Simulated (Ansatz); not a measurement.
Geometry optimisation, RKS CAM-B3LYP/def2-SVP in Ansatz 0.2.0.

input.yaml

```yaml
crystal:
  periodic: [false, false, false]
  atoms:
    - { symbol: B, position_ang: [-0.7577, -0.3997, -0.3608] }
    - { symbol: S, position_ang: [1.3642, 0.1016, -0.682] }
    - { symbol: H, position_ang: [-0.9052, -1.5236, -0.6008] }
    - { symbol: H, position_ang: [-1.4151, 0.4875, -0.7134] }
    - { symbol: H, position_ang: [1.1409, 0.1165, 1.0921] }
    - { symbol: Br, position_ang: [-0.5995, -0.2011, 2.0063] }
    - { symbol: H, position_ang: [1.1724, 1.4188, -0.7414] }
basis:
  gaussian: { orbitals: def2-SVP }
hamiltonian:
  xc: cam_b3lyp
relax:
  f_tol: 0.15
  max_steps: 25
  restrain:
    - { distance: [0, 5], at: 2.04, k: 30.0 }
    - { distance: [4, 1], at: 1.36, k: 30.0 }
    - { distance: [0, 1], at: 3.19, k: 30.0 }
    - { distance: [4, 5], at: 2.81, k: 30.0 }
output:
  orbitals: {}
```

Command:

```bash
$ ansatz run input.yaml --threads 2 --pin off --max-ram 3072MiB --backend cpu --events-out ev --progress --plain --runs-dir out
```

Q: Where does it end, and by what steps?

A: It converged. The restraints hold the end off the free minimum. After 6 steps the energy has fallen by 1.149 eV (the restraints' own energy left out); H5 moved furthest, 0.54 Å. Parted: B1–S2. Joined: S2–H5.

| step | energy less start (eV) | largest force component (eV/Å) | accepted |
| --- | --- | --- | --- |
| 0 | 0.0000 | 2.365 | yes |
| 1 | -0.2786 | 3.033 | yes |
| 2 | -0.8461 | 2.094 | yes |
| 3 | -1.1153 | 1.198 | yes |
| 4 | -1.0810 | 1.300 | no |
| 5 | -1.1420 | 1.225 | yes |
| 6 | -1.1494 | 1.207 | yes |

```xyz
7
Properties=species:S:1:pos:R:3
B -1.184 -0.520 -0.083
S 1.861 0.263 -0.586
H -1.067 -1.622 -0.533
H -1.522 0.458 -0.685
H 1.521 0.229 0.725
Br -0.978 -0.322 1.894
H 1.371 1.515 -0.732
```

Whether the end is a true minimum wasn't checked by a vibrational analysis.

Run time: 14 s on 2 threads of Arm Neoverse V2, on a shared host, peak memory 0.2 GiB.
